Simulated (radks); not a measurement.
The nuclear charge of neutral platinum is varied continuously with 78 electrons held in [Xe] 4f14 5d9 6s1. Method: Dirac Kohn-Sham, LDA (Slater exchange, Perdew-Wang correlation), spin-unpolarised, spherical densities, finite nucleus; open shells are shared between the two j in proportion to 2j + 1; Fermi nuclear charge, rms radius 5.427 fm; computed with a radial shooting solver on a logarithmic mesh with Libxc functionals. By the Hellmann-Feynman theorem dE/dZ = E(electron-nucleus)/Z, the electronic potential at the nucleus (averaged over a nucleus of fixed radius).

Z     E (hartree)  E(electron-nucleus)/Z (hartree)   HOMO  e(HOMO) (eV)  <r> HOMO (bohr)
77.8  -18313.9826                         -591.711  5d5/2        -3.946            1.788
77.9  -18373.2145                         -592.928  5d5/2        -4.897            1.763
78    -18432.5681                         -594.145  5d5/2        -5.881            1.740
78.1  -18492.0435                         -595.363  6s1/2        -6.757            2.863
78.2  -18551.6406                         -596.581  6s1/2        -7.564            2.822
78.3  -18611.3597                         -597.800  6s1/2        -8.392            2.783
78.4  -18671.2006                         -599.019  6s1/2        -9.240            2.746
78.5  -18731.1636                         -600.240  6s1/2       -10.107            2.711
78.6  -18791.2486                         -601.461  6s1/2       -10.994            2.677
78.7  -18851.4557                         -602.682  6s1/2       -11.898            2.645
78.8  -18911.7850                         -603.905  6s1/2       -12.821            2.614
78.9  -18972.2367                         -605.128  6s1/2       -13.761            2.584
79    -19032.8106                         -606.352  6s1/2       -14.718            2.555

The central difference of E at Z = 78 is -594.145 hartree, to compare with the third column; the second derivative is -12.2 hartree.
